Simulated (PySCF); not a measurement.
Species: CH6Al2Cl2.
SMILES with atom numbers: `[CH3:1][AlH-:2]1[Cl+:3][AlH2-:4][Cl+:5]1` (hydrogens: H6, H7, H8 on C1; H9 on Al2; H10, H11 on Al4)

The calculation used PBE0-D3(BJ)/def2-SVP geometry optimisation, gas phase (PySCF).

Question: List the bond lengths, angles and torsions at this level.

Answer: 
```json
{"bond": "C1–Al2", "length (Å)": "1.945"}
{"bond": "Al2–Cl3, Al2–Cl5", "length (Å)": "2.332"}
{"bond": "Cl3–Al4, Al4–Cl5", "length (Å)": "2.310"}
{"bond": "C1–H6, C1–H7, C1–H8", "length (Å)": "1.102"}
{"bond": "Al2–H9", "length (Å)": "1.578"}
{"bond": "Al4–H10", "length (Å)": "1.578"}
{"bond": "Al4–H11", "length (Å)": "1.577"}
```

Bonds in one row agree within 0.01 Å and their mean is given. A selection of angles:
```json
{"angle": "Al2–C1–H6", "degrees": "111.1"}
{"angle": "H6–C1–H7", "degrees": "107.7"}
{"angle": "C1–Al2–Cl3", "degrees": "109.3"}
{"angle": "C1–Al2–H9", "degrees": "129.3"}
{"angle": "Cl3–Al2–Cl5", "degrees": "88.6"}
{"angle": "Cl3–Al2–H9", "degrees": "106.5"}
{"angle": "Cl5–Al2–H9", "degrees": "107.0"}
{"angle": "Al2–Cl3–Al4", "degrees": "90.8"}
{"angle": "Cl3–Al4–Cl5", "degrees": "89.7"}
{"angle": "Cl3–Al4–H10", "degrees": "108.3"}
{"angle": "Cl3–Al4–H11", "degrees": "108.3"}
{"angle": "H10–Al4–H11", "degrees": "127.4"}
```

Torsions: C1–Al2–Cl3–Al4 110° (anticlinal); Al2–Cl3–Al4–Cl5 -1° (synperiplanar); Cl3–Al4–Cl5–Al2 1° (synperiplanar); C1–Al2–Cl5–Al4 -110° (anticlinal). The mirror-image conformer, all signs reversed, is as good.

Cl3 (chlorine bonded to 2 Al) is bent (angle 90.8°). Al4 (aluminium bonded to 2 Cl and 2 H) has angles from 89.7° to 127.4°. The 4 Al–Cl bonds span 2.308 Å (Al4–Cl5, drawn single) to 2.333 Å (Al2–Cl5, drawn single), a spread of 0.025 Å. Al2 (aluminium bonded to C, 2 Cl and H) has angles from 88.6° to 129.3°. The 4-membered ring Al2–Cl3–Al4–Cl5 has internal angles of 88.6° to 90.8° (sum 360°, against 360° for a flat polygon); it is planar, 0.01 Å rms from its mean plane, widest ring torsion 1°.

Point group: near Cs, missed by 0.23 Å at most; the miss may be what the optimiser left on a soft mode. Not checked by PBE0-D3(BJ)/def2-SVP frequencies.
